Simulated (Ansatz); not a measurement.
Gas-phase electronic energies from Ansatz, PBE0-D4/def2-TZVP geometries. CCSD(T)/CBS adds triple-zeta CCSD(T) − MP2 to the extrapolated MP2 energy (def2 sets, frozen cores). This one scheme is used for every species. Functionals use def2-TZVPP. B3LYP here is the variant with VWN-RPA as its local correlation; programs differ in this. Elements past krypton have def2 core potentials. For In outer-core shells are correlated without core-valence functions, which leaves a few kJ/mol of doubt a bond. Each species was taken in one conformer, which may not be the lowest.

`[CH3][In]([F])[Cl]` + `O[SiH3]` → `[CH3][In]([F])[O][SiH3]` + HCl  (ligand exchange at the In–Cl bond)

| level | ΔE (kJ/mol) | difference from CCSD(T)/CBS |
| --- | --- | --- |
| PBE-D4 | 75.1 | 8.6 |
| PBE0-D4 | 79.0 | 12.5 |
| B3LYP-D4 | 74.0 | 7.5 |
| ωB97M-V | 75.2 | 8.7 |
| B2PLYP | 72.7 | 6.2 |
| PBE | 77.5 | 11.0 |
| revPBE | 78.5 | 12.0 |
| PBE0 | 81.3 | 14.8 |
| RPA@PBE/def2-TZVPP | 61.2 | -5.3 |
| MP2/def2-SVP | 62.7 | -3.8 |
| CCSD/def2-SVP | 65.0 | -1.5 |
| CCSD(T)/def2-SVP | 63.0 | -3.5 |
| MP2/def2-TZVPP | 67.8 | 1.3 |
| CCSD(T)/def2-TZVPP | 66.4 | -0.1 |
| SCS-MP2/def2-QZVPP | 66.3 | -0.2 |
| HF/CBS(def2) | 83.4 | 16.9 |
| CCSD(T)/CBS | 66.5 | 0 |

Largest T1 diagnostic among the species: 0.015.

The D4 term adds −3.8 kJ/mol with B3LYP and −2.3 kJ/mol with PBE0; it sums over pairs of atoms, weighted by their polarisabilities, and B3LYP, whose exchange is more repulsive, gets the larger term. In def2-TZVPP, CCSD(T) changes the Hartree–Fock value by −18.9 kJ/mol (the triples alone add −2.1 kJ/mol) and MP2 by −17.5 kJ/mol.
